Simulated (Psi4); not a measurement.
A run for Psi4: SAPT0/jun-cc-pV(D+d)Z on CH9NOSi (a complex), monomers drawn apart or pushed together.

```
memory 2025 MB

molecule dimer {
0 1
C     0.23804073   -0.36064253   -0.12008855
N    -0.26850730    0.97108247    0.23592827
H    -0.45842737   -1.11575692    0.24455566
H     1.19231935   -0.52429248    0.38071084
H     0.38087055   -0.51185249   -1.19491902
H    -1.16393466    1.14785143   -0.20460522
H     0.36595924    1.69608732   -0.07860306
--
0 1
O    -0.59244265    0.91548168    4.44628717
Si   -0.15507039   -0.46560362    5.20137362
H    -0.52569622    0.95498007    3.45976779
H    -0.97348570   -1.63289711    4.76984996
H    -0.34060203   -0.26655289    6.65566396
H     1.26721058   -0.82673798    4.94569870
units angstrom
symmetry c1
no_reorient
no_com
}

set {
  basis jun-cc-pV(D+d)Z
  scf_type df
  freeze_core true
}

energy('sapt0')
```

The log:

```
[...]
==> Input File <==

--------------------------------------------------------------------------
memory 2025 MB

molecule dimer {
0 1
C     0.23804073   -0.36064253   -0.12008855
N    -0.26850730    0.97108247    0.23592827
H    -0.45842737   -1.11575692    0.24455566
H     1.19231935   -0.52429248    0.38071084
H     0.38087055   -0.51185249   -1.19491902
H    -1.16393466    1.14785143   -0.20460522
H     0.36595924    1.69608732   -0.07860306
--
0 1
O    -0.59244265    0.91548168    4.44628717
Si   -0.15507039   -0.46560362    5.20137362
H    -0.52569622    0.95498007    3.45976779
H    -0.97348570   -1.63289711    4.76984996
H    -0.34060203   -0.26655289    6.65566396
H     1.26721058   -0.82673798    4.94569870
units angstrom
symmetry c1
no_reorient
no_com
}

set {
  basis jun-cc-pV(D+d)Z
  scf_type df
  freeze_core true
}

energy('sapt0')
--------------------------------------------------------------------------


   => Loading Basis Set <=

    Name: JUN-CC-PV(D+D)Z
    Role: ORBITAL
    Keyword: BASIS
    atoms 1          entry C          line   188 file jun-cc-pv_dpd_z.gbs
    atoms 2          entry N          line   222 file jun-cc-pv_dpd_z.gbs
    atoms 3-7, 10-13 entry H          line    60 file jun-cc-pv_dpd_z.gbs
    atoms 8          entry O          line   256 file jun-cc-pv_dpd_z.gbs
    atoms 9          entry SI         line   566 file jun-cc-pv_dpd_z.gbs

   => Loading Basis Set <=

    Name: JUN-CC-PV(D+D)Z
    Role: ORBITAL
    Keyword: BASIS
    atoms 1          entry C          line   188 file jun-cc-pv_dpd_z.gbs
    atoms 2          entry N          line   222 file jun-cc-pv_dpd_z.gbs
    atoms 3-7, 10-13 entry H          line    60 file jun-cc-pv_dpd_z.gbs
    atoms 8          entry O          line   256 file jun-cc-pv_dpd_z.gbs
    atoms 9          entry SI         line   566 file jun-cc-pv_dpd_z.gbs


  //>>>>>>>>>>>>>>>>>>>>>>>>>>>>>>>>>>>//
  //              Dimer HF             //
  //<<<<<<<<<<<<<<<<<<<<<<<<<<<<<<<<<<<//

   => Libint2 <=

    Primary   basis highest AM E, G, H:  7, 6, 3
    Auxiliary basis highest AM E, G, H:  7, 7, 4
    Onebody   basis highest AM E, G, H:  -, -, -
    Solid Harmonics ordering:            Gaussian


   => Loading Basis Set <=

    Name: JUN-CC-PV(D+D)Z
    Role: ORBITAL
    Keyword: BASIS
    atoms 1          entry C          line   188 file jun-cc-pv_dpd_z.gbs
    atoms 2          entry N          line   222 file jun-cc-pv_dpd_z.gbs
    atoms 3-7, 10-13 entry H          line    60 file jun-cc-pv_dpd_z.gbs
    atoms 8          entry O          line   256 file jun-cc-pv_dpd_z.gbs
    atoms 9          entry SI         line   566 file jun-cc-pv_dpd_z.gbs


         ---------------------------------------------------------
                                   SCF
               by Justin Turney, Rob Parrish, Andy Simmonett
                          and Daniel G. A. Smith
                              RHF Reference
                        1 Threads,   1931 MiB Core
         ---------------------------------------------------------

  ==> Geometry <==

    Molecular point group: c1
    Full point group: C1

    Geometry (in Angstrom), charge = 0, multiplicity = 1:

       Center              X                  Y                   Z               Mass
    ------------   -----------------  -----------------  -----------------  -----------------
         C            0.238040730000    -0.360642530000    -0.120088550000    12.000000000000
         N           -0.268507300000     0.971082470000     0.235928270000    14.003074004430
         H           -0.458427370000    -1.115756920000     0.244555660000     1.007825032230
         H            1.192319350000    -0.524292480000     0.380710840000     1.007825032230
         H            0.380870550000    -0.511852490000    -1.194919020000     1.007825032230
         H           -1.163934660000     1.147851430000    -0.204605220000     1.007825032230
         H            0.365959240000     1.696087320000    -0.078603060000     1.007825032230
         O           -0.592442650000     0.915481680000     4.446287170000    15.994914619570
         SI          -0.155070390000    -0.465603620000     5.201373620000    27.976926534650
         H           -0.525696220000     0.954980070000     3.459767790000     1.007825032230
         H           -0.973485700000    -1.632897110000     4.769849960000     1.007825032230
         H           -0.340602030000    -0.266552890000     6.655663960000     1.007825032230
         H            1.267210580000    -0.826737980000     4.945698700000     1.007825032230

  Running in c1 symmetry.

  Rotational constants: A =      0.30760  B =      0.01416  C =      0.01367 [cm^-1]
  Rotational constants: A =   9221.57225  B =    424.64771  C =    409.91390 [MHz]
  Nuclear repulsion =  156.162531207611011

  Charge       = 0
  Multiplicity = 1
  Electrons    = 44
  Nalpha       = 22
  Nbeta        = 22

  ==> Algorithm <==

  SCF Algorithm Type is DF.
  DIIS enabled.
  MOM dis
[...]
1828470880937
    Two-Electron Energy =                 204.8384267740632367
    Total Energy =                       -366.1663359663789379

Computation Completed


Properties will be evaluated at   0.000000,   0.000000,   0.000000 [a0]

Properties computed using the SCF density matrix


 Multipole Moments:

 ------------------------------------------------------------------------------------
     Multipole            Electronic (a.u.)      Nuclear  (a.u.)        Total (a.u.)
 ------------------------------------------------------------------------------------

 L = 1.  Multiply by 2.5417464519 to convert [e a0] to [Debye]
 Dipole X            :         14.2661371          -14.1410096            0.1251275
 Dipole Y            :          1.6035093           -1.8251072           -0.2215980
 Dipole Z            :       -242.8522479          242.3016446           -0.5506032
 Magnitude           :                                                    0.6065694

 ------------------------------------------------------------------------------------

  Constructing Basis Sets for SAPT...

   => Loading Basis Set <=

    Name: (JUN-CC-PV(D+D)Z AUX)
    Role: RIFIT
    Keyword: DF_BASIS_SAPT
    atoms 1          entry C          line   100 file jun-cc-pvdz-ri.gbs
    atoms 2          entry N          line   144 file jun-cc-pvdz-ri.gbs
    atoms 3-7, 10-13 entry H          line    30 file jun-cc-pvdz-ri.gbs
    atoms 8          entry O          line   188 file jun-cc-pvdz-ri.gbs
    atoms 9          entry SI         line   376 file jun-cc-pvdz-ri.gbs

   => Loading Basis Set <=

    Name: (JUN-CC-PV(D+D)Z AUX)
    Role: JKFIT
    Keyword: DF_BASIS_ELST
    atoms 1          entry C          line   146 file jun-cc-pvdz-jkfit.gbs
    atoms 2          entry N          line   202 file jun-cc-pvdz-jkfit.gbs
    atoms 3-7, 10-13 entry H          line    70 file jun-cc-pvdz-jkfit.gbs
    atoms 8          entry O          line   258 file jun-cc-pvdz-jkfit.gbs
    atoms 9          entry SI         line   506 file jun-cc-pvdz-jkfit.gbs


  //>>>>>>>>>>>>>>>>>>>>>>>>>>>>>>>>>>>//
  //               SAPT0               //
  //<<<<<<<<<<<<<<<<<<<<<<<<<<<<<<<<<<<//



        SAPT0
    Ed Hohenstein
     6 June 2009

      Orbital Information
  --------------------------
    NSO        =       126
    NMO        =       126
    NRI        =       406
    NRI (Elst) =       565
    NOCC A     =         9
    NOCC B     =        13
    FOCC A     =         2
    FOCC B     =         6
    NVIR A     =       117
    NVIR B     =       113

    Elst10,r            =    -0.004317880714 [Eh]
    Exch10              =     0.000284079802 [Eh]
    Exch10 (S^2)        =     0.000283995617 [Eh]

    Maxiter = 50
    CPHF R converge = 1.000000E-08

    Iter     Energy [mEh]          dE [mEh]         Residual      Time [s]
       1      -0.20205035       0.202050352     2.742688e-03             0
       2      -0.24559283       0.043542479     1.472851e-03             0
       3      -0.25987715       0.014284317     3.336784e-04             0
       4      -0.25996327       0.000086119     9.920287e-05             0
       5      -0.25915927      -0.000803995     1.717209e-05             0
       6      -0.25920639       0.000047117     6.330347e-06             0
       7      -0.25923433       0.000027942     1.450207e-06             0
       8      -0.25922739      -0.000006936     3.208285e-07             0
       9      -0.25922810       0.000000706     5.758226e-08             0
      10      -0.25922809      -0.000000010     1.051649e-08             0
      11      -0.25922808      -0.000000014     1.999602e-09             0

    CHF Iterations converged

    Maxiter = 50
    CPHF R converge = 1.000000E-08

    Iter     Energy [mEh]          dE [mEh]         Residual      Time [s]
       1      -0.09894253       0.098942526     2.228859e-03             0
       2      -0.12365618       0.024713653     1.028163e-03             0
       3      -0.12873512       0.005078941     2.825199e-04             0
       4      -0.12899526       0.000260139     7.666739e-05             0
       5      -0.12858817      -0.000407087     1.167750e-05             0
       6      -0.12862629       0.000038115     3.220387e-06             0
       7      -0.12862810       0.000001812     7.049514e-07             0
       8      -0.12862614      -0.000001960     1.280884e-07             0
       9      -0.12862640       0.000000262     2.229748e-08             0
      10      -0.12862639      -0.000000010     4.845954e-09             1

    CHF Iterations converged

    Ind20,r (A<-B)      =    -0.000259228077 [Eh]
    Ind20,r (B<-A)      =    -0.000128626390 [Eh]
    Ind20,r             =    -0.000387854467 [Eh]
    Exch-Ind20,r (A<-B) =     0.000077325107 [Eh]
    Exch-Ind20,r (B<-A) =     0.000002329954 [Eh]
    Exch-Ind20,r        =     0.000079655060 [Eh]
    Disp20              =    -0.000542274398 [Eh]
    Disp20 (SS)         =    -0.000271137199 [Eh]
    Disp20 (OS)         =    -0.000271137199 [Eh]
    Exch-Disp20         =     0.000020640180 [Eh]
    Exch-Disp20 (SS)    =     0.000012197878 [Eh]
    Exch-Disp20 (OS)    =     0.000008442302 [Eh]

    SAPT Results
  --------------------------------------------------------------------------------------------------------
    Electrostatics                 -4.31788071 [mEh]      -2.70951105 [kcal/mol]     -11.33659425 [kJ/mol]
      Elst10,r                     -4.31788071 [mEh]      -2.70951105 [kcal/mol]     -11.33659425 [kJ/mol]

    Exchange                        0.28407980 [mEh]       0.17826277 [kcal/mol]       0.74585142 [kJ/mol]
      Exch10                        0.28407980 [mEh]       0.17826277 [kcal/mol]       0.74585142 [kJ/mol]
      Exch10(S^2)                   0.28399562 [mEh]       0.17820994 [kcal/mol]       0.74563039 [kJ/mol]

    Induction                      -0.36777941 [mEh]      -0.23078506 [kcal/mol]      -0.96560470 [kJ/mol]
      Ind20,r                      -0.38785447 [mEh]      -0.24338235 [kcal/mol]      -1.01831176 [kJ/mol]
      Exch-Ind20,r                  0.07965506 [mEh]       0.04998431 [kcal/mol]       0.20913433 [kJ/mol]
      delta HF,r (2)               -0.05958000 [mEh]      -0.03738701 [kcal/mol]      -0.15642727 [kJ/mol]

    Dispersion                     -0.52163422 [mEh]      -0.32733041 [kcal/mol]      -1.36955045 [kJ/mol]
      Disp20                       -0.54227440 [mEh]      -0.34028232 [kcal/mol]      -1.42374124 [kJ/mol]
      Exch-Disp20                   0.02064018 [mEh]       0.01295191 [kcal/mol]       0.05419078 [kJ/mol]
      Disp20 (SS)                  -0.27113720 [mEh]      -0.17014116 [kcal/mol]      -0.71187062 [kJ/mol]
      Disp20 (OS)                  -0.27113720 [mEh]      -0.17014116 [kcal/mol]      -0.71187062 [kJ/mol]
      Exch-Disp20 (SS)              0.01219788 [mEh]       0.00765428 [kcal/mol]       0.03202552 [kJ/mol]
      Exch-Disp20 (OS)              0.00844230 [mEh]       0.00529762 [kcal/mol]       0.02216526 [kJ/mol]

  Total HF                         -4.40158032 [mEh]      -2.76203335 [kcal/mol]     -11.55634753 [kJ/mol]
  Total SAPT0                      -4.92321454 [mEh]      -3.08936376 [kcal/mol]     -12.92589798 [kJ/mol]

  Special recipe for scaled SAPT0 (see Manual):
    Electrostatics sSAPT0          -4.31788071 [mEh]      -2.70951105 [kcal/mol]     -11.33659425 [kJ/mol]
    Exchange sSAPT0                 0.28407980 [mEh]       0.17826277 [kcal/mol]       0.74585142 [kJ/mol]
    Induction sSAPT0               -0.36770855 [mEh]      -0.23074060 [kcal/mol]      -0.96541866 [kJ/mol]
    Dispersion sSAPT0              -0.52161586 [mEh]      -0.32731889 [kcal/mol]      -1.36950225 [kJ/mol]
  Total sSAPT0                     -4.92312532 [mEh]      -3.08930778 [kcal/mol]     -12.92566374 [kJ/mol]
  --------------------------------------------------------------------------------------------------------



*** Psi4 exiting successfully. Buy a developer a beer!
```

The run finished.

Cost: roughly 13 core-seconds.
